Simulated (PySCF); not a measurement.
## A survey of ¹⁷O NMR shifts

PySCF 2.14 calculation with σ from GIAO-PBE0/pcSseg-1 and geometry: GFN2-xTB; isolated molecule, non-relativistic, one conformer, averaged over atoms made equivalent by symmetry, fast rotation or ring inversion.

Shieldings were converted by a linear fit to measured shifts: ¹⁷O (scatter 10.7 ppm rms, 12.2 ppm with the 3 outliers that the fit left out vs liquid water, solution or neat liquid). A few per cent of atoms miss by over 2 rms, more outside the fitted compound classes.

**Question.** Give the ¹⁷O shifts of `CS[Si]1(C)O[SiH2]O[SiH2]O1`, `C1CO[SiH2]O1`, `CO[Si@H](P)C(C)(C)C`, `CO[Si](OC)(OC)OC`, `NC(=O)[SiH2]N[SiH3]`.

**Answer.** 
```json
{"compound": "[CH3:1][S:2][Si:3]1([CH3:4])[O:5][SiH2:6][O:7][SiH2:8][O:9]1", "environment": "O5/9: oxygen bonded to 2 Si, in a 6-membered ring (×2)", "δ (ppm)": "58.6"}
{"compound": "[CH3:1][S:2][Si:3]1([CH3:4])[O:5][SiH2:6][O:7][SiH2:8][O:9]1", "environment": "O7: oxygen bonded to 2 Si, in a 6-membered ring", "δ (ppm)": "38.7"}
{"compound": "C1CO[SiH2]O1", "environment": "oxygen bonded to C, Si, in a 5-membered ring (×2)", "δ (ppm)": "-14.1"}
{"compound": "CO[Si@H](P)C(C)(C)C", "environment": "oxygen bonded to C, Si", "δ (ppm)": "-31.6"}
{"compound": "CO[Si](OC)(OC)OC", "environment": "oxygen bonded to C, Si (×4)", "δ (ppm)": "-24.0"}
{"compound": "NC(=O)[SiH2]N[SiH3]", "environment": "amide-type carbonyl oxygen", "δ (ppm)": "400.1"}
```

In solution the two oxygens of a carboxylic acid give one averaged line by proton exchange, and hydrogen bonding shields acid and N–H amide carbonyl oxygens by tens of ppm; neither is in these numbers.
